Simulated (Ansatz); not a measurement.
The cluster HgF2 (the lowest singlet isomer of a short search), 3 atoms. Hardware: 2 threads of AMD EPYC 7571 on a shared host.

In the def2 sets Hg takes a core potential; there is no spin–orbit coupling. Correlated methods freeze 2 core orbitals; core or outer-core shells of Hg are correlated, in sets that lack core-valence functions.

(1) How many basis functions does each of these Ansatz runs have, and roughly what does it cost? ωB97M-V/def2-TZVP, charge 0 triplet, energy, from earlier orbitals; PBE-D4/def2-TZVPD, charge -1 doublet at the geometry of the charge 0 singlet, energy, from earlier orbitals; r2SCANh-D4/def2-TZVP, charge 0 quintet, energy, from earlier orbitals; r2SCAN-D4/def2-TZVPD, charge 0 singlet, energy, from earlier orbitals; BLYP-D4/def2-TZVP, charge 0 quintet, energy, from earlier orbitals; LDA (SPW92)/def2-TZVP, charge 0 triplet, energy, from earlier orbitals; CCSD(T)/def2-TZVPP, charge 0 triplet, energy, from earlier orbitals; PBE-D4/def2-TZVP, charge 0 unrestricted singlet, energy, from earlier orbitals; RPA@PBE/def2-TZVP, charge 0 singlet, energy, from earlier orbitals; BLYP-D4/def2-TZVP, charge 0 singlet, energy, from earlier orbitals; ωB97M-V/def2-TZVP, charge 0 singlet, energy, from earlier orbitals; r2SCAN-D4/def2-TZVP, charge 0 unrestricted singlet, energy, from earlier orbitals.

Answers

(1) Other jobs shared the machine, so times can vary by a factor of up to 3. A dash marks memory too small to be measured apart from the calling script's.

```tsv
run	functions	fitting or Cholesky vectors	wall time	peak host memory (GiB)
BLYP-D4/def2-TZVP, charge 0 singlet, energy, from earlier orbitals	105	702	2.6 s	–
LDA (SPW92)/def2-TZVP, charge 0 triplet, energy, from earlier orbitals	105	702	3 s	–
PBE-D4/def2-TZVP, charge 0 unrestricted singlet, energy, from earlier orbitals	105	702	4.3 s	–
RPA@PBE/def2-TZVP, charge 0 singlet, energy, from earlier orbitals	105	783	4.9 s	–
r2SCAN-D4/def2-TZVPD, charge 0 singlet, energy, from earlier orbitals	126	784	6.5 s	–
PBE-D4/def2-TZVPD, charge -1 doublet at the geometry of the charge 0 singlet, energy, from earlier orbitals	126	784	7.5 s	–
ωB97M-V/def2-TZVP, charge 0 singlet, energy, from earlier orbitals	105	702	9.5 s	–
r2SCAN-D4/def2-TZVP, charge 0 unrestricted singlet, energy, from earlier orbitals	105	702	9.5 s	–
BLYP-D4/def2-TZVP, charge 0 quintet, energy, from earlier orbitals	105	702	11 s	–
r2SCANh-D4/def2-TZVP, charge 0 quintet, energy, from earlier orbitals	105	702	32 s	–
ωB97M-V/def2-TZVP, charge 0 triplet, energy, from earlier orbitals	105	702	50 s	–
CCSD(T)/def2-TZVPP, charge 0 triplet, energy, from earlier orbitals	121	824	84 s	1.2
```
